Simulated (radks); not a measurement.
The tantalum ion Ta+ inside a hard spherical wall (all orbitals vanish at R), configuration held at [Xe] 4f14 5d3 6s1 and not refilled when levels cross. Calculated with a radial shooting solver on a logarithmic mesh with Libxc functionals: scalar-relativistic Kohn-Sham, PBEsol, spin-polarised, spherical densities, finite nucleus; open shells are filled with parallel spins first (spin-orbit coupling, left out, can overturn this in heavy ions); Fermi nuclear charge, rms radius 5.3507 fm. Eigenvalues in eV for spin up, with the zero of energy where the potential of the charges vanishes at infinity; a dash marks a level that is unbound or too diffuse for the functional's potential to be trusted. A positive occupied level is held by the wall or, in an anion where self-interaction has pushed it up, behind a barrier. The pressure on the wall is -dE/dV.

| R (bohr) | E (hartree) | kinetic (hartree) | e(5p) | e(4f) | e(6s) | e(5d) | e(6p, empty) | e(7s, empty) | pressure (GPa) |
|---|---|---|---|---|---|---|---|---|---|
| free | -15597.4149 | 17129.984 | -47.150 | -31.821 | -12.434 | -11.379 | -7.064 | - | 0 |
| 20 | -15597.4149 | 17129.984 | -47.150 | -31.821 | -12.434 | -11.379 | -7.064 | - | < 0.0001 |
| 15 | -15597.4149 | 17129.984 | -47.150 | -31.821 | -12.434 | -11.379 | -7.064 | - | < 0.0001 |
| 12 | -15597.4149 | 17129.984 | -47.150 | -31.820 | -12.434 | -11.379 | -7.062 | -3.138 | < 0.0001 |
| 10 | -15597.4149 | 17129.985 | -47.147 | -31.818 | -12.432 | -11.377 | -7.045 | -2.622 | 0.00128 |
| 8 | -15597.4140 | 17129.994 | -47.103 | -31.771 | -12.392 | -11.338 | -6.884 | -0.775 | 0.0486 |
| 6 | -15597.3972 | 17130.125 | -46.601 | -31.235 | -11.843 | -10.890 | -5.606 | 6.327 | 1.69 |
| 5 | -15597.3391 | 17130.465 | -45.558 | -30.087 | -10.383 | -9.888 | -2.950 | 16.570 | 10.3 |
| 4 | -15597.0887 | 17131.635 | -42.951 | -27.097 | -5.301 | -6.978 | 5.061 | 41.120 | 71.2 |
| 3 | -15595.8048 | 17136.996 | -35.835 | -18.617 | 15.120 | 2.737 | 33.163 | 111.23 | 734 |
| 2 | -15584.9103 | 17179.046 | -0.614 | 17.376 | 129.35 | 51.873 | 167.99 | 390.33 | 17700 |
